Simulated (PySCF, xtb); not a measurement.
Cd(Cl)(OH) (CdClHO), SMILES [OH][Cd][Cl].

GFN2-xTB (xtb 6.7.1) at its own geometry gives an orbital gap of 3.45 eV and a dipole moment of 4.57 D.

Geometry optimised at B3LYP-D3(BJ)/def2-TZVP. The def2 effective core potentials stand for the cores of Cd; spin–orbit coupling is left out. One conformer was computed; it need not be the lowest.

What does ωB97X/def2-TZVPD (PySCF) give? (The exact figures need the calculation; the answer reports its results.)

gap 10.85 eV (levels -10.92 and -0.07 eV), dipole 1.72 D.
